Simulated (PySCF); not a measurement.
Dipole polarisabilities along the halogens

Calculated with PySCF 2.14 for the ground configurations, without spin-orbit coupling: coupled response for Hartree-Fock and DFT. Mean α in bohr³, C₆ of like pairs in atomic units.

```
                                                 species  α UHF  α PBE  α PBE0  α recommended (Schwerdtfeger and Nagle)  C₆ UHF  C₆ PBE  C₆ PBE0
          F [He] 2s2 2p5 (aug-cc-pV5Z, non-relativistic)  3.278  4.134   3.815                              3.74 ± 0.08   8.512   11.26    10.23
     Cl [Ne] 3s2 3p5 (aug-cc-pV(5+d)Z, non-relativistic)  14.23  15.73   15.04                               14.6 ± 0.1   89.03   100.1    94.97
Br [Ar] 3d10 4s2 4p5 (aug-cc-pV5Z-PP with ECP10MDF, ECP)  20.32  22.66   21.59                                   21 ± 1   162.0   184.3    174.0
 I [Kr] 4d10 5s2 5p5 (aug-cc-pV5Z-PP with ECP28MDF, ECP)  31.93  34.63   33.22                               32.9 ± 1.3   343.7   377.1    359.3
```

Hartree-Fock lacks correlation. PBE lies above the recommended values here, as self-interaction makes its density too diffuse. All values carry a basis error, and heavy open shells lack spin-orbit coupling.
